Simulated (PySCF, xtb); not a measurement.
GeH5O3P, SMILES [OH][Ge]([OH])([OH])[PH2].

GFN2-xTB (xtb 6.7.1) at its own geometry gives an orbital gap of 4.76 eV and a dipole moment of 0.95 D.

Geometry: B3LYP-D3(BJ)/def2-SVP. Other conformers were not sampled.

**Question.** What does PBE/def2-TZVP in PySCF give? (An estimate is asked for; the answer gives what the named calculation found.)

**Answer.** gap 5.35 eV (levels -6.63 and -1.28 eV), dipole 0.86 D.
